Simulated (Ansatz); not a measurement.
# One molecule, several partners

F⁻ beside different partners, each pair relaxed from a docking trial to one local arrangement, named by its closest contact against the van der Waals radii; a more strongly bound one may exist. Pairs that react, share a proton or have a doubtful reference are left out. Counterpoise interaction energies from the frozen fragments; negative means bound. Gas-phase electronic energies, without zero-point energy, by CCSD(T) at an estimated basis limit (MP2 extrapolated from triple and quadruple zeta, plus CCSD(T) − MP2 in triple zeta); Ansatz 0.2.0, def2-TZVPPD and QZVPPD, frozen cores, on PBE0-D4/def2-TZVP (TZVPD for anions) structures. Extrapolation: Hartree–Fock as exp(−7.88 √X), correlation as X^−2.97.

| partner | closest contact, atom of F⁻ first (Å) | interaction energy (kJ/mol) |
| --- | --- | --- |
| CH₄ | F···H 1.81 | ? |
| C₂H₄ (SMILES C=C) | F···H 1.67 | -49.0 |
| CH₅N (SMILES CN) | F···H 1.54 | -82.3 |
| CH₃Cl (SMILES CCl) | F···H 1.59 | -76.3 |
| NH₃ | F···H 1.56 | -74.8 |
| CH₃F (SMILES CF) | F···H 1.72 | -61.2 |

Problem. What is the interaction energy with CH₄? (To be estimated.)

Solution. The calculation gives: -30.0 kJ/mol. It counts from the two fragments frozen as in the pair.

Problem. Which of these pairs would not bind at these structures without electron correlation? (Judge from chemistry; the calculation decides.)

Solution. By the calculation: None: Hartree–Fock already binds all of them.

No T1 diagnostic of these runs exceeds 0.023.

For scale, one of the runs: CCSD(T)/def2-TZVPPD, 199 basis functions, launched by `ansatz run in.yaml --threads 2 --pin off --events-out ev --progress --plain --max-ram 5222MiB`. Hardware: 2 CPU threads of an Arm Neoverse V1, shared host. Wall time 70 s; peak host memory 2.6 GiB.
